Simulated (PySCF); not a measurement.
## Polarisability and C₆ of Ga⁻ (gallium, charge -1)

[Ar] 3d10 4s2 4p2, high-spin 3P determinant. All numbers are calculated (PySCF 2.14, scalar relativity through the core potential, in aug-cc-pwCVDZ-PP with ECP10MDF). Coupled (time-dependent) response in atomic units; α is the mean over directions. A double-zeta set is small for polarisabilities.

| method | mean α (bohr³) | α xx, yy, zz | C₆ (like pair) | S(−4) |
| --- | --- | --- | --- | --- |
| UHF | 264.0 | 106.5, 342.7, 342.6 | 4356 | 70710 |

S(−4) is the Cauchy moment in α(ω) = α(0) + S(−4) ω² + …

Spin-orbit coupling is absent.

α(iu) at UHF:

```tsv
u (hartree)	α(iu) (bohr³)
0	264.0
0.0500	174.6
0.100	110.1
0.200	56.34
0.300	33.28
0.500	15.19
0.750	7.757
1.00	4.803
1.50	2.502
2.00	1.621
3.00	0.9168
5.00	0.4524
```

A single London oscillator, α(iu) = α/(1 + u²/ω²), gives C₆ = (3/4) ω α². Matching the computed C₆ needs ω = 4 × 4356 / (3 × 264.0²) = 0.0833 hartree.

For an ion, C₆ is the dispersion term alone; charge-induced terms of lower order in 1/R come first.

The components differ because the open shell of this determinant is not spherical; for a pure term their mean is the scalar polarisability.

Energies and moments cover only the electrons outside the core potential.
